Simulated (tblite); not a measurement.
Species: C₆H₄F₃O (doublet state).
Atom-mapped SMILES: `[CH2:1]=[C:2]=[C:3]=[CH:4][CH:5][O:6][C:7]([F:8])([F:9])[F:10]` (hydrogens: H11, H12 on C1; H13 on C4; H14 on C5)

A start from a force field or distance geometry was refined with GFN2-xTB geometry optimisation, gas phase in tblite 0.8.0. Values at the start:

```json
{"coordinate": "C1=C2", "start": "1.320 Å"}
{"coordinate": "C1–H11", "start": "1.065 Å"}
{"coordinate": "C1–H12", "start": "1.100 Å"}
{"coordinate": "C2=C3", "start": "1.274 Å"}
{"coordinate": "C3=C4", "start": "1.316 Å"}
{"coordinate": "C4–C5", "start": "1.511 Å"}
{"coordinate": "C4–H13", "start": "1.071 Å"}
{"coordinate": "C5–O6", "start": "1.407 Å"}
{"coordinate": "C5–H14", "start": "1.127 Å"}
{"coordinate": "O6–C7", "start": "1.370 Å"}
{"coordinate": "C7–F8", "start": "1.390 Å"}
{"coordinate": "C7–F9", "start": "1.368 Å"}
{"coordinate": "C1–C2–C3", "start": "178.5°"}
{"coordinate": "C2–C3–C4", "start": "178.4°"}
{"coordinate": "C3–C4–C5", "start": "115.1°"}
{"coordinate": "C4–C5–O6", "start": "104.2°"}
{"coordinate": "C5–O6–C7", "start": "109.9°"}
{"coordinate": "O6–C7–F9", "start": "114.4°"}
{"coordinate": "F8–C7–F9", "start": "110.9°"}
{"coordinate": "F9–C7–F10", "start": "106.2°"}
```

Task: How do these coordinates change at the GFN2-xTB level?

Result: 
```csv
coordinate,GFN2-xTB (Å or °),change
C4–C5,1.349,-0.162
C3=C4,1.379,+0.063
C7–F8,1.328,-0.062
O6–C7,1.319,-0.051
C5–H14,1.077,-0.050
C2=C3,1.234,-0.040
C1–H12,1.076,-0.024
C7–F9,1.345,-0.023
C1=C2,1.334,+0.014
C5–O6,1.394,-0.013
C4–H13,1.083,+0.012
C1–H11,1.076,+0.011
C4–C5–O6,127.2,+23.0
C5–O6–C7,120.0,+10.1
C3–C4–C5,121.7,+6.6
F8–C7–F9,106.8,-4.1
C1–C2–C3,179.6,+1.1
F9–C7–F10,105.4,-0.8
C2–C3–C4,177.8,-0.6
O6–C7–F9,114.2,-0.2
```

The energy falls by 256.5 kJ/mol over 134 L-BFGS steps, the largest force on an atom goes from 3.84 to 0.009 eV/Å, and the atoms move by 0.861 Å rms after alignment. The bond that changes most is C4–C5 (ends: carbon bonded to 2 C and H; carbon bonded to C, O and H), which shortens by 0.162 Å. Bonds longer at the end by more than 0.005 Å: 4 of 13; shorter: 9. Among the dihedrals that turn most is C5–O6–C7–F8, from 60° to 180°. Rotational constants go from 3848, 520.8, 516.4 to 4668, 508.8, 498.1 MHz.

Its GFN2-xTB frequencies are all real (lowest 46 cm⁻¹).

One conformer stands for the species.

All values are computed, not measured.
